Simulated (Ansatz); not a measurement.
`C=C[CH2][In]([F])[F]`. The species carries charge 0 and has multiplicity 1. In takes the def2 core potential. All single points use the PBE0-D4/def2-TZVP geometry. It is one conformer, not always the lowest.

```xyz
11

C     1.239   -1.121    0.165
C     0.460   -0.805   -0.859
C    -0.613    0.229   -0.896
In   -0.856    1.226    0.978
F     0.051    2.839    1.572
F    -2.067    0.723    2.414
H     1.166   -0.626    1.134
H     1.996   -1.892    0.090
H     0.601   -1.349   -1.793
H    -1.578   -0.214   -1.157
H    -0.398    0.992   -1.648
```

Question: What is the dipole moment at PBE/def2-TZVPP? (An estimate is asked.)

Answer: Ansatz gave: 4.94 D, with components (0.71, -2.40, -4.26) D in this frame, pointing from negative to positive charge.

Question: And with r2SCAN, B3LYP, ωB97M-V? (Best estimate.)

Answer: Computed: r2SCAN 5.05 D, B3LYP 5.13 D, ωB97M-V 5.01 D.

Question: Give the Mulliken charges with PBE, B3LYP, ωB97M-V in def2-TZVPP. (An estimate is asked.)

Answer: Ansatz gave: 
```tsv
atom	PBE	B3LYP	ωB97M-V
C1	-0.15	-0.19	-0.19
C2	-0.14	-0.12	-0.10
C3	-0.27	-0.32	-0.38
In4	0.92	1.06	1.04
F5	-0.43	-0.48	-0.48
F6	-0.43	-0.48	-0.48
H7	0.06	0.06	0.07
H8	0.10	0.11	0.11
H9	0.10	0.11	0.12
H10	0.12	0.12	0.15
H11	0.12	0.12	0.15
```

B3LYP here is the variant with VWN-RPA as its local correlation; programs differ in this.
